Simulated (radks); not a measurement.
Values are calculated unless marked as measured or tabulated.
Q: Species: Te+. Configuration: [Kr] 4d10 5s2 5p3. Level of theory: Dirac Kohn-Sham, PBE, spin-unpolarised, spherical densities, point nucleus; open shells are shared between the two j in proportion to 2j + 1 (a radial shooting solver on a logarithmic mesh with Libxc functionals). Some entries of the table are withheld. Estimate them.

| orbital | occ. | eigenvalue (Ry) | <r> (bohr) | <r^2> (bohr^2) |
|---|---|---|---|---|
| 1s1/2 | 2 | -2323.735 | 0.02781 | 0.001048 |
| 2s1/2 | 2 | -356.7925 | 0.1194 | 0.01688 |
| 2p1/2 | 2 | -334.3172 | 0.1008 | 0.01250 |
| 2p3/2 | 4 | -314.1424 | 0.1064 | 0.01379 |
| 3s1/2 | 2 | (1) | 0.3218 | (2) |
| 3p1/2 | 2 | -62.30266 | 0.3122 | (3) |
| 3p3/2 | 4 | -58.54242 | 0.3236 | (4) |
| 3d3/2 | 4 | -42.25396 | 0.2947 | 0.1030 |
| 3d5/2 | 6 | -41.46772 | 0.2983 | 0.1054 |
| 4s1/2 | 2 | -12.73656 | 0.7646 | (5) |
| 4p1/2 | 2 | -9.56226 | (6) | 0.7329 |
| 4p3/2 | 4 | -8.84839 | (7) | 0.7860 |
| 4d3/2 | 4 | -3.78613 | 0.9635 | 1.091 |
| 4d5/2 | 6 | -3.67815 | 0.9757 | 1.119 |
| 5s1/2 | 2 | -1.72176 | 2.032 | 4.666 |
| 5p1/2 | 1 | (8) | 2.416 | 6.658 |
| 5p3/2 | 2 | (9) | 2.514 | 7.209 |

A: 
(1) 3s1/2 eigenvalue (Ry): -71.54063
(2) 3s1/2 <r^2> (bohr^2): 0.1185
(3) 3p1/2 <r^2> (bohr^2): 0.1133
(4) 3p3/2 <r^2> (bohr^2): 0.1215
(5) 4s1/2 <r^2> (bohr^2): 0.6610
(6) 4p1/2 <r> (bohr): 0.8015
(7) 4p3/2 <r> (bohr): 0.8301
(8) 5p1/2 eigenvalue (Ry): -1.05248
(9) 5p3/2 eigenvalue (Ry): -0.98431
